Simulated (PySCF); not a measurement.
# Spinor energies of Rb (rubidium, neutral)

Start: [Kr] 5s1; 5s1/2 filled at m_j = +1/2. Calculated with PySCF 2.14 in x2c-TZVPall-2c with one added diffuse shell each of s, p, d type (9s10p8d1f, 86 functions): generalised Hartree-Fock with the X2C-1e Hamiltonian and a Gaussian nucleus; one run each with spin-orbit coupling (SO) switched off, then screened by Boettger's factors.

| spinor shell | electrons | ε, spin-free (eV) | ε, screened SO (eV) | weight of nominal j (screened SO) | rms radius, screened SO (bohr) |
| --- | --- | --- | --- | --- | --- |
| 1s1/2 | 2 | -15287.0 | -15286.4 | 1.000 | 0.0464 |
| 2s1/2 | 2 | -2108.0 | -2107.8 | 1.000 | 0.192 |
| 2p1/2 | 2 | -1863.1 | -1905.0 | 1.000 | 0.169 |
| 2p3/2 | 4 | -1863.1 | -1843.2 | 1.000 | 0.173 |
| 3s1/2 | 2 | -341.61 | -341.58 | 1.000 | 0.543 |
| 3p1/2 | 2 | -260.58 | -267.18 | 1.000 | 0.550 |
| 3p3/2 | 4 | -260.58 | -257.43 | 1.000 | 0.561 |
| 3d3/2 | 4 | -126.26 | -127.23 | 1.000 | 0.575 |
| 3d5/2 | 6 | -126.26 | -125.58 | 1.000 | 0.579 |
| 4s1/2 | 2 | -42.594 | -42.588 | 1.000 | 1.57 |
| 4p1/2 | 2 | -21.970 | -22.645 | 0.999 | 1.83 |
| 4p3/2 | 4 | -21.970 | -21.647 | 1.000 | 1.87 |
| 5s1/2 | 1 | -3.813 | -3.814 | 1.000 | 5.93 |

```tsv
quantity	spin-free	screened SO
E (hartree)	-2979.00962	-2979.21855
M_J	1/2	1/2
⟨J²⟩	0.750	0.750
⟨L²⟩	0.000	0.005
⟨S²⟩	0.750	0.756
```

Breit and QED terms are absent; they matter most for the inner s and p1/2 levels.

Densities and radii are taken from the X2C orbitals without a picture-change correction, which distorts them close to the nucleus.

Without spin-orbit coupling the j labels of p, d and f shells carry no meaning; the spin-free column gives the mean over the occupied spinors of each nl shell.
